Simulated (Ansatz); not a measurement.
Computed with Ansatz on PBE0-D4/def2-TZVP structures; ΔE is electronic, products minus reactants. CCSD(T)/CBS adds triple-zeta CCSD(T) − MP2 to the extrapolated MP2 energy (def2 sets, frozen cores). Functionals use def2-TZVPP. B3LYP here is the variant with VWN-RPA as its local correlation; programs differ in this. HSE06 is defined as in plane-wave codes. One conformer a species, not always the lowest.

Reaction (isomerisation): `OC1BC=C1` → `CC#CBO`

```json
{"level": "BLYP-D4", "ΔE (kJ/mol)": "-208.0", "difference from CCSD(T)/CBS": "-16.3"}
{"level": "r2SCAN-D4", "ΔE (kJ/mol)": "-183.6", "difference from CCSD(T)/CBS": "8.1"}
{"level": "r2SCANh-D4", "ΔE (kJ/mol)": "-181.1", "difference from CCSD(T)/CBS": "10.6"}
{"level": "r2SCAN0-D4", "ΔE (kJ/mol)": "-177.2", "difference from CCSD(T)/CBS": "14.5"}
{"level": "HSE06-D4", "ΔE (kJ/mol)": "-167.5", "difference from CCSD(T)/CBS": "24.2"}
{"level": "CAM-B3LYP-D4", "ΔE (kJ/mol)": "-195.3", "difference from CCSD(T)/CBS": "-3.6"}
{"level": "ωB97M-V", "ΔE (kJ/mol)": "-181.2", "difference from CCSD(T)/CBS": "10.5"}
{"level": "B2PLYP", "ΔE (kJ/mol)": "-206.6", "difference from CCSD(T)/CBS": "-14.9"}
{"level": "PBE", "ΔE (kJ/mol)": "-174.7", "difference from CCSD(T)/CBS": "17.0"}
{"level": "PBE0", "ΔE (kJ/mol)": "-169.4", "difference from CCSD(T)/CBS": "22.3"}
{"level": "B3LYP", "ΔE (kJ/mol)": "-206.3", "difference from CCSD(T)/CBS": "-14.6"}
{"level": "HF/def2-SVP", "ΔE (kJ/mol)": "-216.5", "difference from CCSD(T)/CBS": "-24.8"}
{"level": "CCSD/def2-TZVPP", "ΔE (kJ/mol)": "-197.1", "difference from CCSD(T)/CBS": "-5.4"}
{"level": "CCSD(T)/def2-TZVPP", "ΔE (kJ/mol)": "-194.3", "difference from CCSD(T)/CBS": "-2.6"}
{"level": "MP2/def2-QZVPP", "ΔE (kJ/mol)": "-197.2", "difference from CCSD(T)/CBS": "-5.5"}
{"level": "HF/CBS(def2)", "ΔE (kJ/mol)": "-218.6", "difference from CCSD(T)/CBS": "-26.9"}
{"level": "CCSD(T)/CBS", "ΔE (kJ/mol)": "-191.7", "difference from CCSD(T)/CBS": "0"}
```

Largest T1 diagnostic among the species: 0.014.

The D4 term adds +4.7 kJ/mol with B3LYP and +2.2 kJ/mol with PBE0; it sums over pairs of atoms, weighted by their polarisabilities, and B3LYP, whose exchange is more repulsive, gets the larger term. At CCSD(T), def2-SVP lies −7.7 kJ/mol from the extrapolated value and def2-TZVPP −2.6 kJ/mol.
